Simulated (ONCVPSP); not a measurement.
## Ce, ONCV: configuration errors across variants

Ce, optimised norm-conserving Vanderbilt (ONCV), made with ONCVPSP 4.0.1 (PBE, scalar-relativistic). Core [Kr] 4d10 4f1, reference 5s2 5p6 5d1 6s1.5 (charge +0.5). Waves: 5s+6s: rc 2.55 bohr, ncon 4, nbas 8, qcut 3.9 1/bohr, 2 projectors; 5p: rc 2.70 bohr, ncon 4, nbas 8, qcut 5.2 1/bohr, 3 projectors, debl 2 Ha; 5d: rc 3.80 bohr, ncon 5, nbas 10, qcut 4 1/bohr, 1 projector. Local part: polynomial inside 1.60 bohr (lpopt 5, dvloc0 0 Ha). Core correction: Teter function, fcfact 3.25, rcfact 1.2.

All-electron excitation energies from the reference (eV): (1) 5s2 5p6 5d1 6s2 -2.442; (2) 5s2 5p6 5d1 6s1 3.629; (3) 5s2 5p6 5d1 6s0 14.710.

Errors AE − PS in meV (a dash: test not solved or not reliable):

```csv
change,(1),(2),(3),bound ghosts,GHOST(+) flags above zero
base,+0.4,-0.9,-6.0,none,"s, p"
"core correction Teter function, fcfact 3.2, rcfact 1.2",+0.4,-0.9,-6.0,none,"s, p"
"all radii but the core radius scaled by about 1.10 (s 2.80, p 2.96, d 4.16 bohr); local potential polynomial inside 1.76 bohr (lpopt 5, dvloc0 0 Ha)",+0.4,-1.0,-8.3,none,s
s: nproj 3,+0.4,-0.9,-6.1,none,"s, p"
p: qcut 3,+0.4,-0.9,-6.6,none,"s, p"
"core correction Teter function, fcfact 3.25, rcfact 2.08",-2.7,-7.8,-121,none,"s, p"
```

Problem. Give the same row for: s: qcut 2.8; p: qcut 3.7; d: qcut 2.8.

Solution. +0.2, -1.5, -18; bound ghosts: none; GHOST(+) flags above zero: s, p, d.
